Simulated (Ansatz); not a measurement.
Species, as SMILES: F[Si]F (closed-shell singlet).
Atoms: Si1, F2, F3. Bonds: Si1-F2, Si1-F3.

How fast the optimised Si1-F2 bond length converges with the basis for several methods (Ansatz, an electronic-structure program): deviation from each method's own reference, in Å. References: B3LYP 1.6067 Å, the value in def2-QZVPPD; CCSD(T) 1.5974 Å, the value in def2-QZVPP; HF 1.5729 Å, the value in def2-QZVPPD; MP2 1.6012 Å, the value in def2-QZVPP; PBE 1.6214 Å, the value in def2-QZVPPD. Cartesian d functions, on some or all atoms, in 6-31G*, 6-311G**, 6-311+G**; all else is spherical. In correlated methods cores are frozen. A restricted Hartree-Fock determinant is unstable towards unrestricted orbitals. No added dispersion term, no relativity. The reference of a correlated method is not its basis-set limit, which lies further on.

```tsv
basis	functions	B3LYP	CCSD(T)	HF	MP2	PBE
6-31G*	49	0.0093	0.0196	(withheld)	0.0159	0.0082
cc-pV(D+d)Z	51	0.0276	0.0392	(withheld)	0.0349	0.0270
6-311G**	63	0.0173	0.0164	(withheld)	0.0135	0.0168
6-311+G**	75	0.0257	0.0247	(withheld)	0.0230	0.0261
aug-cc-pV(D+d)Z	78	0.0293	0.0406	(withheld)	0.0387	0.0309
pcseg-2	94	0.0004	0.0008	(withheld)	0.0006	0.0002
cc-pV(T+d)Z	99	0.0004	0.0017	(withheld)	0.0012	0.0000
jun-cc-pV(T+d)Z	126	0.0038	0.0069	(withheld)	0.0063	0.0039
cc-pCVTZ	145	0.0024	0.0027	(withheld)	0.0022	0.0020
aug-cc-pV(T+d)Z	147	0.0018	0.0055	(withheld)	0.0050	0.0018
cc-pV(Q+d)Z	174	-0.0011	-0.0006	(withheld)	-0.0006	-0.0013
def2-QZVPP	184	-0.0001	0.0000	(withheld)	0.0000	-0.0001
```

### Question
Complete the blanks.

### Answer

- 6-31G*, HF: 0.0193
- cc-pV(D+d)Z, HF: 0.0418
- 6-311G**, HF: 0.0214
- 6-311+G**, HF: 0.0250
- aug-cc-pV(D+d)Z, HF: 0.0304
- pcseg-2, HF: 0.0003
- cc-pV(T+d)Z, HF: 0.0024
- jun-cc-pV(T+d)Z, HF: 0.0039
- cc-pCVTZ, HF: 0.0037
- aug-cc-pV(T+d)Z, HF: 0.0018
- cc-pV(Q+d)Z, HF: 0.0000
- def2-QZVPP, HF: 0.0001

Mean absolute deviation over 6-311G**, 6-311+G**, pcseg-2, cc-pV(T+d)Z, jun-cc-pV(T+d)Z, cc-pCVTZ, aug-cc-pV(T+d)Z: PBE 0.0073, MP2 0.0074, B3LYP 0.0074, HF 0.0083, CCSD(T) 0.0084 Å.
